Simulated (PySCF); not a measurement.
Species: 1-cyclopentene-1-carbaldehyde, C6H8O.
Atom-mapped SMILES: `[O:1]=[CH:2][C:3]1=[CH:4][CH2:5][CH2:6][CH2:7]1` (hydrogens: H8 on C2; H9 on C4; H10, H11 on C5; H12, H13 on C6; H14, H15 on C7)

Structure used (PBE0-D3(BJ)/def2-SVP), in Å, numbered top down from 1:
```
atom  x, y, z in Å
O1     3.0807    0.2925   -0.5647
C2     2.2042   -0.5390   -0.5643
C3     0.8050   -0.2544   -0.2414
C4    -0.1883   -1.1611   -0.2875
C5    -1.5103   -0.5447    0.0521
C6    -1.1140    0.8059    0.6784
C7     0.2933    1.1089    0.1361
H8     2.4202   -1.6093   -0.8180
H9    -0.0568   -2.2087   -0.5743
H10   -2.1030   -0.4144   -0.8740
H11   -2.1246   -1.1744    0.7160
H12   -1.8399    1.6048    0.4706
H13   -1.0641    0.6915    1.7729
H14    0.2669    1.7545   -0.7601
H15    0.9488    1.6172    0.8589
```

Linear response at CAM-B3LYP/def2-SVPD (PySCF, frozen core in the response, non-relativistic).

Static isotropic polarisability: 73.75 au (10.93 Å³), principal values 52.7, 71.8, 96.7 au.

(1) What is the polarisability at 1064 nm and at the sodium D line?

(2) What is the isotropic C6 coefficient between two such molecules, C6 = (3/π)∫α(iω)² dω?

(3) Which effective excitation energy ω̄ makes London's formula C6 = (3/4)α²ω̄ exact here?

(4) What molar refraction at the D line follows from R = (4π/3)·N_A·α′, with α′ the polarisability volume?

(5) What does −C6/R⁶ come to at R = 10 Å between centres?

(6) What n − 1 at the D line would an ideal gas of it have at 273.15 K and 1 atm (2.6868 × 10¹⁹ cm⁻³), by n − 1 = 2π·N·α′?

(7) The lowest 6 singlets have (eV, f): 3.88, 0.000; 5.59, 0.350; 7.12, 0.002; 7.31, 0.000; 7.42, 0.021; 7.54, 0.002. What share of the static polarisability do they carry in the sum over states α = Σ f/ω²?

(8) How anisotropic is the static polarisability, by Δα² = ½[(α1 − α2)² + (α2 − α3)² + (α3 − α1)²]?

Answers

(1) 74.57 au at 1064 nm (+1.1 %), 76.60 au at 589.3 nm (+3.9 %). The rise at 589.3 nm is 3.48 times that at 1064 nm; a pure ω² law gives 3.26. The lowest singlet lies at 319 nm, shorter than both wavelengths.

(2) 2197 au (Eh·bohr⁶) by a ten-point quadrature over imaginary frequencies, which is 1310 eV·Å⁶ or 127 J·nm⁶/mol.

(3) ω̄ = 4·C6/(3α²) = 0.539 Eh = 14.7 eV. A one-pole form α(ω) = α/(1 − ω²/ω̄²) fitted to the 1064 nm value gives 11.1 eV.

(4) α′ = 11.35 Å³ gives R = 28.63 cm³/mol, for isolated, non-vibrating species.

(5) -130 J/mol. This is the leading, orientation-averaged term; C8 and higher terms are left out.

(6) 19.16 × 10⁻⁴, a formal value whether or not that pressure can be reached.

(7) 8.65 au, 11.7 % of α; the largest term, 8.29 au, is that of the state at 5.59 eV. Their oscillator strengths add up to 0.37. Higher states carry the rest.

(8) Δα = 38.2 au, or 0.52 of the isotropic value.

One conformer stands for the species.
